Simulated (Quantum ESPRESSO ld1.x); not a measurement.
Values are calculated unless marked as measured or tabulated.
Isoelectronic series with 10 electrons, each ion in its NIST ground configuration. Code: ld1.x of Quantum ESPRESSO 7.5. Model: non-relativistic Kohn-Sham, LDA (Slater exchange, VWN5 correlation), spin-polarised, spherical densities, point nucleus. Total energies (hartree) and orbital eigenvalues (eV):

| ion | configuration | E (hartree) | 2p | 2s | 1s |
|---|---|---|---|---|---|
| Ne | [Ne] | -128.2335 | -13.5522 | -35.9955 | -824.664 |
| Mg2+ | [Ne] | -198.2915 | -66.8601 | -99.1467 | -1271.52 |
| Al3+ | [Ne] | -239.3472 | -104.230 | -141.530 | -1536.42 |
| Si4+ | [Ne] | -284.4124 | -148.563 | -190.906 | -1828.77 |
| P5+ | [Ne] | -333.4843 | -199.807 | -247.211 | -2148.48 |
| S6+ | [Ne] | -386.5610 | -257.930 | -310.409 | -2495.53 |
| Cl7+ | [Ne] | -443.6412 | -322.913 | -380.476 | -2869.87 |
| K9+ | [Ne] | -569.8093 | -473.408 | -541.158 | -3700.39 |
| Ca10+ | [Ne] | -638.8960 | -558.904 | -631.753 | -4156.53 |

Estimate the row of Ar8+ ([Ne]).

Answer. E (hartree) -504.7242; 2p -394.742; 2s -457.396; 1s -3271.50.
